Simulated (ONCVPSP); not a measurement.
Logarithmic derivatives: tungsten (W), ONCV

tungsten, optimised norm-conserving Vanderbilt (ONCV), made with ONCVPSP 4.0.1 (PBEsol, scalar-relativistic). Core [Kr] 4d10 4f14, reference 5s2 5p6 5d4 6s2. Waves: 5s+6s: rc 1.90 bohr, ncon 5, nbas 10, qcut 8.4 1/bohr, 3 projectors, debl 2.9 Ha; 5p: rc 1.95 bohr, ncon 5, nbas 8, qcut 7.8 1/bohr, 2 projectors, debl 2.2 Ha; 5d: rc 1.90 bohr, ncon 4, nbas 9, qcut 6.8 1/bohr, local. Local part: the d channel. Core correction: polynomial model core, fcfact 0.6.

The phase is arctan(r·R′/R) of the radial function R(r), unwrapped; energies in Ha, scanned from -4 to 5 Ha. A pole is an energy at which the radial function vanishes at the test radius. The pseudo phase is shifted by a multiple of π to meet the all-electron one at the reference energy, and phase errors are pseudo minus all-electron; the curves can meet again beyond the range given. Levels narrower than the energy grid can be missing from the lists of poles.

For each channel, where are the poles, and over which energies does the pseudopotential scatter like the atom?

```json
{"channel": "s", "radius (bohr)": "1.93", "reference energy (Ha)": "-0.21", "poles, all-electron": "-2.72, 4.20", "poles, pseudo": "-2.72, 4.20", "unbroken range about the reference energy with phases within 0.05 rad": "the whole range", "phase error 1 Ha above the reference energy (rad)": "+0.000"}
{"channel": "p", "radius (bohr)": "1.98", "reference energy (Ha)": "-1.59", "poles, all-electron": "-1.23", "poles, pseudo": "-1.23", "unbroken range about the reference energy with phases within 0.05 rad": "the whole range", "phase error 1 Ha above the reference energy (rad)": "-0.000"}
{"channel": "d", "radius (bohr)": "1.93", "reference energy (Ha)": "-0.17", "poles, all-electron": "0.99", "poles, pseudo": "0.97", "unbroken range about the reference energy with phases within 0.05 rad": "below 2.6", "phase error 1 Ha above the reference energy (rad)": "-0.003"}
```

Phases in the p channel:

```json
{"E (Ha)": "-3.98", "all-electron": "1.301", "pseudo": "1.301"}
{"E (Ha)": "-3.74", "all-electron": "1.283", "pseudo": "1.282"}
{"E (Ha)": "-3.50", "all-electron": "1.260", "pseudo": "1.260"}
{"E (Ha)": "-3.26", "all-electron": "1.230", "pseudo": "1.230"}
{"E (Ha)": "-3.02", "all-electron": "1.190", "pseudo": "1.190"}
{"E (Ha)": "-2.78", "all-electron": "1.130", "pseudo": "1.130"}
{"E (Ha)": "-2.54", "all-electron": "1.030", "pseudo": "1.029"}
{"E (Ha)": "-2.30", "all-electron": "0.824", "pseudo": "0.824"}
{"E (Ha)": "-2.06", "all-electron": "0.257", "pseudo": "0.257"}
{"E (Ha)": "-1.82", "all-electron": "-0.819", "pseudo": "-0.819"}
{"E (Ha)": "-1.58", "all-electron": "-1.324", "pseudo": "-1.324"}
{"E (Ha)": "-1.34", "all-electron": "-1.518", "pseudo": "-1.518"}
{"E (Ha)": "-1.10", "all-electron": "-1.623", "pseudo": "-1.623"}
{"E (Ha)": "-0.86", "all-electron": "-1.695", "pseudo": "-1.695"}
{"E (Ha)": "-0.62", "all-electron": "-1.754", "pseudo": "-1.754"}
{"E (Ha)": "-0.38", "all-electron": "-1.811", "pseudo": "-1.811"}
{"E (Ha)": "-0.14", "all-electron": "-1.872", "pseudo": "-1.872"}
{"E (Ha)": "0.10", "all-electron": "-1.943", "pseudo": "-1.943"}
{"E (Ha)": "0.34", "all-electron": "-2.036", "pseudo": "-2.036"}
{"E (Ha)": "0.58", "all-electron": "-2.166", "pseudo": "-2.166"}
{"E (Ha)": "0.82", "all-electron": "-2.366", "pseudo": "-2.366"}
{"E (Ha)": "1.06", "all-electron": "-2.685", "pseudo": "-2.686"}
{"E (Ha)": "1.30", "all-electron": "-3.149", "pseudo": "-3.150"}
{"E (Ha)": "1.54", "all-electron": "-3.626", "pseudo": "-3.627"}
{"E (Ha)": "1.78", "all-electron": "-3.963", "pseudo": "-3.964"}
{"E (Ha)": "2.02", "all-electron": "-4.172", "pseudo": "-4.173"}
{"E (Ha)": "2.26", "all-electron": "-4.304", "pseudo": "-4.306"}
{"E (Ha)": "2.50", "all-electron": "-4.394", "pseudo": "-4.396"}
{"E (Ha)": "2.74", "all-electron": "-4.459", "pseudo": "-4.460"}
{"E (Ha)": "2.98", "all-electron": "-4.507", "pseudo": "-4.509"}
{"E (Ha)": "3.22", "all-electron": "-4.545", "pseudo": "-4.547"}
{"E (Ha)": "3.46", "all-electron": "-4.576", "pseudo": "-4.579"}
{"E (Ha)": "3.70", "all-electron": "-4.602", "pseudo": "-4.605"}
{"E (Ha)": "3.94", "all-electron": "-4.625", "pseudo": "-4.627"}
{"E (Ha)": "4.18", "all-electron": "-4.644", "pseudo": "-4.647"}
{"E (Ha)": "4.42", "all-electron": "-4.662", "pseudo": "-4.665"}
{"E (Ha)": "4.66", "all-electron": "-4.678", "pseudo": "-4.682"}
{"E (Ha)": "4.90", "all-electron": "-4.692", "pseudo": "-4.697"}
```
